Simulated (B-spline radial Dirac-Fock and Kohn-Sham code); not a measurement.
## Dipole and non-dipole photoemission parameters of I 5s

System: atomic iodine in the configuration [Kr] 4d10 5s2 5p5; threshold 20.51 eV (orbital energy of the model). These are calculated numbers from a radial finite-basis atomic code; the model is Dirac-Hartree-Slater photoionisation with a Latter tail; cross sections with all multipoles, angular parameters from the dipole term and its interference with E2.

The run's input, task.json:

```json
{"items": [{
  "Z": 53,
  "q": 0,
  "cfg": [[1, 0, 2], [2, 0, 2], [2, 1, 6], [3, 0, 2], [3, 1, 6], [3, 2, 10], [4, 0, 2], [4, 1, 6], [4, 2, 10], [5, 0, 2], [5, 1, 5]],
  "A": 127,
  "rrms": 4.75,
  "do": "xps",
  "hv": [54.3, 60, 60.5, 77.3, 80.2, 89.6, 108.0, 150, 181.0, 200, 210.0, 250.0, 275.0, 412.0, 800, 1310.0, 1330.0, 1486.9, 2000, 2380.0, 2550.0, 2610.0, 2984.4, 3250.0, 5090.0, 5200.0, 5640.0, 5920.0, 9251.7, 14000.0],
  "edges": {"K": 33169.0, "L1": 5188.0, "L2": 4852.0, "L3": 4557.0, "M1": 1072.0, "M2": 931.0, "M3": 875.0, "M4": 630.8, "M5": 619.3, "N1": 186.0, "N2": 123.0, "N3": 123.0}
}]}
```

Run with: `python xray2_run.py task.json out`

For linearly polarised light dσ/dΩ = σ/(4π) [1 + β P₂(cos θ) + (δ + γ cos²θ) sin θ cos φ], with θ from the polarisation vector and φ the angle between the beam and the projection of the electron momentum on the plane normal to the polarisation.

| hν (eV) | σ (kb) | β | γ |
| --- | --- | --- | --- |
| 54.3 | 124 | 1.846 | -0.077 |
| 60 | 127 | 1.877 | -0.028 |
| 60.5 | 127 | 1.879 | -0.025 |
| 77.3 | 115 | 1.919 | 0.074 |
| 80.2 | 112 | 1.923 | 0.088 |
| 89.6 | 102 | 1.933 | 0.121 |
| 108 | 85.9 | 1.944 | 0.162 |
| 150 | 60.3 | 1.958 | 0.221 |
| 181 | 47.9 | 1.963 | 0.252 |
| 200 | 42.2 | 1.966 | 0.265 |
| 210 | 39.6 | 1.967 | 0.271 |
| 250 | 31.5 | 1.970 | 0.288 |
| 275 | 27.7 | 1.972 | 0.295 |
| 412 | 15.6 | 1.978 | 0.303 |
| 800 | 5.53 | 1.984 | 0.225 |
| 1310 | 2.39 | 1.986 | 0.100 |
| 1330 | ? | ? | ? |
| 1486.9 | 1.92 | 1.987 | 0.063 |
| 2000 | 1.13 | 1.988 | -0.019 |
| 2380 | 0.821 | 1.989 | -0.060 |
| 2550 | 0.722 | 1.989 | -0.073 |
| 2610 | 0.692 | 1.989 | -0.078 |
| 2984.4 | 0.538 | 1.989 | -0.096 |
| 3250 | 0.458 | 1.989 | -0.103 |
| 5090 | 0.193 | 1.990 | -0.056 |
| 5200 | 0.185 | 1.990 | -0.049 |
| 5640 | 0.157 | 1.990 | -0.020 |
| 5920 | 0.143 | 1.990 | 0.001 |
| 9251.7 | 0.0569 | 1.990 | 0.316 |
| 14000 | 0.0233 | 1.989 | 0.822 |

Task: Give the values at 1330 eV.

Result: σ = 2.33 kb, β = 1.986, γ = 0.095. For an s subshell δ is negligible.
